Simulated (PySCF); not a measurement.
These 2 structures share the formula C7H8O3S. Theory: PySCF, PBE0-D3(BJ)/def2-SVP geometry optimisation, gas phase. Energies are electronic, without zero-point or thermal terms, for one conformer each. No frequencies were run at this level. Point groups hold within 0.08 Å.

Problem. Order them by energy at this level, lowest first, and give relative energies in kJ/mol.
A. `[CH2:1]=[C:2]1[CH:3]=[CH:4][C:5]([S:6](=[O:7])(=[O:8])[OH:9])=[C:10]1[CH3:11]` with C4–C5–S6–O7 -154°, C5–S6–O9–H -96°
B. `[CH3:1][O:2][S:3](=[O:4])(=[O:5])[c:6]1[cH:7][cH:8][cH:9][cH:10][cH:11]1` with C1–O2–S3–O4 -64°, O2–S3–C6–C7 -92°

Solution. B (0.0), A (97.9).

As drawn, the lower has an aromatic ring, which the higher lacks; the higher has an O–H bond and a C=C bond outside aromatic rings, which the lower lacks.

```csv
SMILES,E (Eh),E rel (kJ/mol),dipole (D),point group,"A, B, C (MHz)"
COS(=O)(=O)c1ccccc1,-894.17970,0.0,3.48,near Cs,"2169, 650.4, 609.8"
C=C1C=CC(S(=O)(=O)O)=C1C,-894.14240,97.9,5.15,C1,"1931, 728.2, 594.6"
```
